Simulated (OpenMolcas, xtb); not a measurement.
**A ladder of methods for GeSiH5Cl (SMILES Cl[SiH2][GeH3])**

The species is GeSiH5Cl (8 atoms), meant as a singlet with charge 0. SMILES: `Cl[SiH2][GeH3]`. The coordinates come from a PBE0-D4/def2-TZVP relaxation.

Each level gives the dipole moment (D). The values are calculated.

| level | kind | program | value (D) | CPU time |
| --- | --- | --- | --- | --- |
| GFN2-xTB | semi-empirical | xtb | 1.42 | under 2 s |
| HF/cc-pVDZ | Hartree–Fock | OpenMolcas | 1.64 | 13 s |
| SVWN5/cc-pVDZ | LDA | OpenMolcas | 1.34 | 41 s |
| PBE/cc-pVDZ | GGA | OpenMolcas | 1.31 | 49 s |
| TPSS/cc-pVDZ | meta-GGA | OpenMolcas | 1.33 | 61 s |
| PBE0/cc-pVDZ | global hybrid | OpenMolcas | 1.45 | 45 s |

All-electron rows without a relativistic Hamiltonian named are non-relativistic. The values span 1.31 to 1.64 D. Magnitudes only. CPU times are rough (shared hosts, several kinds of processor and program).
